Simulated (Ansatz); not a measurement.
The first iterations of a band of CH₅F₂SbSi (10 atoms, charge 0, multiplicity 1).

These are results of RKS PBE-D4/def2-SVP in Ansatz, not measurements.

* movable images: 5
* climbing image: yes
* spring: 5.0 eV/Å²
* optimiser: quadratic models (default)
* start path: through a guess of the saddle point
* force threshold: 0.05 eV/Å
* iteration limit: 60
* end points: relaxed

Image 0:

```xyz
10
Properties=species:S:1:pos:R:3
C -1.228 0.309 -0.237
Si 0.492 -0.042 -0.888
F 1.047 1.264 -1.729
Sb 2.019 -0.350 1.218
F 0.725 0.737 2.263
H -1.860 0.796 -1.007
H -1.148 0.961 0.655
H -1.711 -0.640 0.075
H 0.553 -1.217 -1.830
H 1.194 -1.870 1.483
```

Image 6:

```xyz
10
Properties=species:S:1:pos:R:3
C -1.281 0.645 -0.307
Si 0.413 -0.026 -0.742
F 1.169 0.938 -1.849
Sb 1.737 -0.056 1.519
F 0.088 -0.914 2.239
H -2.012 0.500 -1.128
H -1.233 1.724 -0.057
H -1.629 0.096 0.593
H 0.322 -1.404 -1.340
H 2.508 -1.557 1.075
```

| iteration | highest image above the first end (eV) | largest band force component (eV/Å) |
| --- | --- | --- |
| 1 | 0.379 | 2.960 |
| 2 | 0.211 | 1.186 |

Does the band converge within its limit, and where does its top end?

The run converged. It ended after 7 iterations with the highest image 0.042 eV above the first end. The top lies less than 8 meV above the higher end, about what the thresholds resolve: that end is a shoulder or a very shallow well. A vibrational analysis at the climbing image gives no mode beyond 40i cm⁻¹: the surface is too flat there to confirm a saddle point.

The run took 88 s on 2 threads of Arm Neoverse V1 (shared host), peak memory 0.16 GiB.
